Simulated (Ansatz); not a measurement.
Reactions of C2H3BClF, SMILES `FB1CC1Cl`.

Program: Ansatz. Geometries: PBE0-D4/def2-TZVP. ΔE: electronic, gas phase. CCSD(T)/CBS adds triple-zeta CCSD(T) − MP2 to the extrapolated MP2 energy (def2 sets, frozen cores). This one scheme is used for every species, atoms too. DFT in def2-TZVPP. Open shells (•) are unrestricted, without spin–orbit coupling. Spin–orbit coupling would lower the free atoms: a little for B, C, Cl, F. One conformer a species, not always the lowest.

| reaction | PBE0-D4 (kJ/mol) | MP2/CBS(def2) (kJ/mol) | CCSD(T)/CBS(def2) (kJ/mol) |
| --- | --- | --- | --- |
| `FB1CC1Cl` + H₂S → `SB1CC1Cl` + H–F | 19 | 13 | 22 |
| `FB1CC1Cl` → B• + 2 C• + Cl• + F• + 3 H• | 3228 | 3272 | 3164 |
| `FB1CC1Cl` + H₂O → `OB1CC1Cl` + H–F | -10 | -11 | -8 |
| `FB1CC1Cl` + H₂ → `ClC1BC1` + H–F | 100 | 97 | 97 |
| `FB1CC1Cl` + HCl → `ClB1CC1Cl` + H–F | 31 | 23 | 31 |
| `FB1CC1Cl` + H–F → `FB1CC1F` + HCl | 35 | 53 | 42 |
| `FB1CC1Cl` + H₂ → `FB1CC1` + HCl | -89 | -86 | -90 |

Largest T1 diagnostic: 0.014, for B•.
